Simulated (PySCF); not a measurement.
## Potential energy of ZnN⁺ along the bond

Set-up: PySCF, no relativity, basis sets Zn def2-SVP, N def2-SVP. Energies in eV from Zn⁺ + N in their ground configurations at the same level. State: ³Σ⁻ (triplet), unpaired electrons π ↑↑.

Curves on a restricted Hartree–Fock reference rise too fast on stretching and do not dissociate correctly.

```tsv
R (Å)	ROHF-CCSD(T)
1.796	-0.3126
1.875	-0.5306
1.935	-0.6260
1.995	-0.6790
2.055	-0.7008
2.135	-0.6956
2.234	-0.6538
2.354	-0.5762
```

Question: Put a parabola through the three lowest points of the ROHF-CCSD(T) curve and estimate Re, k and ωe (reduced mass 11.49 u; 1 eV/Å² = 0.16022 mdyn/Å; ωe = 1302.8·√(k/μ) cm⁻¹).

Answer: Through R = 1.995, 2.055, 2.135 Å the second-order coefficient is 3.06 eV/Å², so Re ≈ 2.084 Å, k ≈ 0.980 mdyn/Å and ωe ≈ 381 cm⁻¹. A polynomial fit of higher order to the unrounded ROHF-CCSD(T) energies gives Re = 2.081 Å, k = 0.878 mdyn/Å, ωe = 360 cm⁻¹; anharmonicity and rounding make the difference.

The higher-order fit for each curve: ROHF-CCSD(T): Re = 2.081 Å, ωe = 360 cm⁻¹, De = 0.70 eV.

Correlated steps freeze 6 core orbitals. Correlated levels converge slowly with the basis: in double zeta they bind strong bonds too weakly, by up to about 1 eV, and carry superposition errors of some tenths. For an ion De counts to the pair picked by the measured ionisation energies or electron affinities, which need not be the lowest pair at this level. The CCSD T1 diagnostic is raised, a sign that a single reference may not be enough here. The state is the lowest determinant that a PBE0 search found; another state may lie lower at other levels.
